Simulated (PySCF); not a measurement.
titanium atom (Ti), triplet. Base run: HF/STO-3G (PySCF).

Geometry (Å):
```xyz
1

Ti     0.0000     0.0000     0.0000
```
Charge 0, spin multiplicity 3.
Orbitals are unrestricted.
All else is at PySCF's defaults.

The base run was repeated with changes; each row names its change, and settings that it needs were set with it.

```
change                                      E (Eh)  HOMO (eV)  <S^2>
--------------------------------------  ----------  ---------  -----
base                                    -839.55518      -2.81  2.013
functional = tpssh                      -840.42964       1.12  2.012
functional = b97m_v                     -840.28520       1.25  2.000
functional = m062x                      -840.44522      -0.80  2.000
functional = camb3lyp                   -840.42737      -0.95  2.004
functional = pbe; dispersion = d4       -840.16981       1.56  2.000
functional = blyp; dispersion = d3zero  -840.39989       1.77  2.000
functional = b3lyp5                     -840.33677       0.76  2.006
functional = b3lyp; dispersion = d3bjm  -840.42812       0.49  2.000
functional = bhandhlyp                  -840.44640      -1.01  2.000
functional = mn12l                      -839.50967       1.76  2.000
functional = b3lyp                      -840.42812       0.49  2.000
functional = o3lyp                      -840.50294       0.80  2.000
```

Totals shift with the method and basis; they matter in differences.

Open shells are given as the SCF converged; they aren't shown to be the lowest states, and a large step between rows can be another state.
